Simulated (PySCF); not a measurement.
Q: Write Cartesian coordinates for `CB[AsH2]` as optimised with PBE0-D3(BJ)/def2-SVP.

A: 
```
atom  x, y, z in Å
C1    -1.217   -0.413   -0.187
B2    -0.085    0.605    0.144
As3    1.799    0.424   -0.517
H4    -0.955   -1.222   -0.884
H5    -2.137    0.089   -0.529
H6    -1.490   -0.880    0.780
H7    -0.347    1.620    0.753
H8     1.965   -1.075   -0.337
H9     2.527    0.835    0.748
```

Any rigid rotation of these coordinates is as good. Atoms count from 1 in this order. B2 (three-coordinate boron) is planar (angles 123.6°, 119.8° and 116.4°, sum 359.8°, 0.04 Å off the plane of its three neighbours). As3 (arsenic bonded to B and 2 H) is pyramidal (angles 98.8°, 98.7° and 96.7°, sum 294.2°, 0.81 Å off the plane of its three neighbours).

Bonds between heavy atoms (Å): C1–B2 1.559, B2–As3 2.005.

Method used: PySCF 2.14.0, PBE0-D3(BJ)/def2-SVP geometry optimisation, gas phase.

Stationary, but not proved a minimum. The numbers are those of one conformer (C1–B2–As3–H -41° and -139°).

Hardware: Arm Neoverse N1, one thread, shared host with 64 logical CPUs at a one-minute load of 61. Cost: 23 s wall, 0.37 GiB resident at most. This is the geometry optimisation.
